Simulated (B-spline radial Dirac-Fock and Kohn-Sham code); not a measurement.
**Zn 2s: cross section and angular parameters**

System: the free zinc atom, [Ar] 3d10 4s2; threshold 1196.2 eV (tabulated edge). Calculated with a radial atomic solver, using Dirac-Hartree-Slater photoionisation with a Latter tail; cross sections with all multipoles, angular parameters from the dipole term and its interference with E2.

For linearly polarised light dσ/dΩ = σ/(4π) [1 + β P₂(cos θ) + (δ + γ cos²θ) sin θ cos φ], with θ from the polarisation vector and φ the angle between the beam and the projection of the electron momentum on the plane normal to the polarisation.

| hν (eV) | σ (kb) | β | γ |
| --- | --- | --- | --- |
| 1486.9 | 80.4 | 1.999 | 0.309 |
| 1660 | 67.4 | 1.999 | 0.114 |
| 2120 | 44.4 | 1.999 | -0.059 |
| 4000 | ? | ? | ? |
| 5180 | 7.47 | 1.999 | 0.466 |
| 6380 | 4.70 | 1.999 | 0.705 |
| 6520 | 4.47 | 1.999 | 0.732 |
| 8360 | 2.51 | 1.999 | 1.061 |
| 9220 | 1.98 | 1.999 | 1.201 |
| 9251.7 | 1.97 | 1.999 | 1.206 |
| 10000 | 1.63 | 1.999 | 1.321 |
| 12200 | 0.999 | 1.998 | 1.630 |
| 15000 | 0.592 | 1.998 | 1.981 |

Task: Give the values at 4000 eV.

Result: σ = 13.0 kb, β = 1.999, γ = 0.211. For an s subshell δ is negligible.
